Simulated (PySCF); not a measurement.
# What a mistake does to a calculation on CClH4OSi

All numbers below are calculated, not measured. The program is PySCF 2.14.0, an open-source quantum chemistry code, run on an isolated molecule that a program drew, which may never have been made. The molecule is CClH4OSi (charge 0, doublet), drawn as the SMILES string `[CH2][SiH](O)Cl`.

Each row is a Hartree-Fock (HF) and frozen-core CCSD(T) single point in the cc-pV(D+d)Z basis, meant for a local HF minimum. Run 1 is clean. Each other run has one planted mistake out of seven kinds, and not every kind appears here: one electron removed, one electron added, multiplicity raised by two, geometry at a saddle point, minimal basis STO-3G, one bond length entered in bohr, all coordinates scaled. The reference is restricted for singlets and unrestricted otherwise, and also for a bond in bohr. Adding or removing an electron swaps singlet and doublet. Electrons count all cores. HOMO and LUMO are orbital energies over both spins, the gradient is its largest component, and the lowest frequency (negative if imaginary) is given only where the gradient is small. Bond lengths are over the 7 bonds as drawn. T1 is the CCSD diagnostic: over 0.02 (restricted) or 0.045 (unrestricted) a single reference is doubtful.

Geometry of the clean run:
```xyz
8
CClH4OSi, angstrom
C     0.8387   -1.0692    2.0116
Si   -0.0539    0.3562    1.2641
O     0.8067    1.7470    1.3736
Cl   -1.8042    0.7319    2.2915
H     1.3851   -0.9878    2.9473
H     0.7887   -2.0700    1.5922
H    -0.4279    0.0492   -0.1239
H     1.7014    1.7606    1.0673
```

| run | electrons | basis functions | <S^2> | HOMO (eV) | LUMO (eV) | gradient (hartree/bohr) | lowest frequency (cm^-1) | mean bond (Å) | longest bond (Å) | T1 | HF (hartree) | CCSD(T) (hartree) | mistake |
|---|---|---|---|---|---|---|---|---|---|---|---|---|---|
| 1 | 49 | 94 | 0.760 | -10.92 | 1.90 | 1.0e-05 | 93 | 1.4475 | 2.064 | 0.0108 | -863.57470 | -864.16527 | no fault |
| 2 | 49 | 32 | 0.766 | -9.67 | 6.83 | 4.5e-02 | - | 1.4475 | 2.064 | 0.0087 | -853.78395 | -853.92733 | minimal basis STO-3G |
| 3 | 49 | 94 | 0.757 | -10.80 | 2.03 | 9.7e-02 | - | 1.3418 | 1.913 | 0.0099 | -863.52008 | -864.10170 | all coordinates scaled |
| 4 | 49 | 94 | 1.562 | -11.08 | 1.03 | 3.3e-02 | - | 1.5677 | 2.064 | 0.0573 | -863.43629 | -864.01656 | one bond length entered in bohr |
| 5 | 49 | 94 | 3.768 | -3.70 | -1.08 | 1.6e-01 | - | 1.4475 | 2.064 | 0.0374 | -863.28908 | -863.85733 | multiplicity raised by two |
| 6 | 48 | 94 | 0.000 | -17.30 | -7.68 | 8.2e-02 | - | 1.4475 | 2.064 | 0.0250 | -863.23397 | -863.81604 | ? |

**Which mistake was planted in run 6, and what did it cost?**

It counts 48 electrons, one fewer than the clean run, at the same geometry and basis. So the mistake is: one electron removed. Subtracting run 1 and multiplying by 627.51 kcal/mol a hartree, the energy moved by 213.8 kcal/mol in HF and 219.1 kcal/mol in CCSD(T).

Cautions from the logs. Run 4: T1 is over the limit, so its CCSD(T) energy is less reliable; run 6: T1 is over the limit, so its CCSD(T) energy is less reliable.
